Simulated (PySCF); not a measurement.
# ZrO₂: fields on a plane

Method: r2SCAN/[Zr def2-TZVP with ECP28, O def2-TZVP], scalar-relativistic core potentials, density fitting, no spin–orbit coupling, PySCF.

The singlet minimum has Zr–O 1.773 Å (×2); O–Zr–O 107.2°.

The plane holds Zr1 at (0.00, 0.00), O2 at (1.77, 0.00), O3 at (-0.52, 1.69) Å. Columns run from x = -2.55 to 4.05 Å, rows from y = 4.05 (top) to -1.95 Å, in steps of 0.3 Å. Other isomers or separated fragments may lie lower. Core electrons replaced by a potential are absent, the electrostatic potential uses the reduced nuclear charge, and values within about 0.7 Å of such atoms have no physical meaning.

Problem. Give the electron localisation function (set to 0 where the density is under 0.005 e/Å³). Every second row and column.

Solution. 
```
0.00 0.00 0.00 0.00 0.00 0.00 0.00 0.00 0.00 0.00 0.00 0.00
0.00 0.00 0.00 0.11 0.13 0.00 0.00 0.00 0.00 0.00 0.00 0.00
0.00 0.08 0.33 0.62 0.61 0.33 0.00 0.00 0.00 0.00 0.00 0.00
0.00 0.27 0.70 0.88 0.88 0.61 0.07 0.00 0.00 0.00 0.00 0.00
0.00 0.41 0.80 0.12 0.70 0.65 0.05 0.05 0.12 0.00 0.00 0.00
0.00 0.35 0.67 0.76 0.53 0.19 0.17 0.61 0.62 0.35 0.00 0.00
0.00 0.10 0.11 0.49 0.78 0.83 0.48 0.82 0.89 0.65 0.14 0.00
0.00 0.04 0.23 0.87 0.00 0.76 0.52 0.13 0.86 0.67 0.14 0.00
0.00 0.03 0.14 0.50 0.84 0.72 0.34 0.83 0.76 0.43 0.07 0.00
0.00 0.00 0.06 0.13 0.28 0.13 0.18 0.51 0.40 0.15 0.00 0.00
0.00 0.00 0.00 0.04 0.04 0.04 0.07 0.12 0.00 0.00 0.00 0.00
```

Problem. Give the electrostatic potential (V) (cut at 20 V). Lower edges of the bins (V): '0' -3.08, '1' -2.94, '2' -2.73, '3' -2.39, '4' -1.84, '5' -0.98, '6' 0.38, '7' 2.54, '8' 5.97, '9' 11.40; top 20.0.

Solution. 
```
55444444444444444555555
54444433334444444455555
54443333333344444444555
44433211122334444444455
44432110001233444444445
44322355410133344444444
44324799852223333444444
44335999974333333334444
54446999985443322333444
55446999987654311123344
55556799998765431012344
66667899999977765101334
66677899999989998401234
66778999999999999621234
66778999999999999621334
67778999999989998522344
67778899999987775323344
67778889999876543333444
67777888888765543344444
66777778877766544444455
66777777777666555555555
```
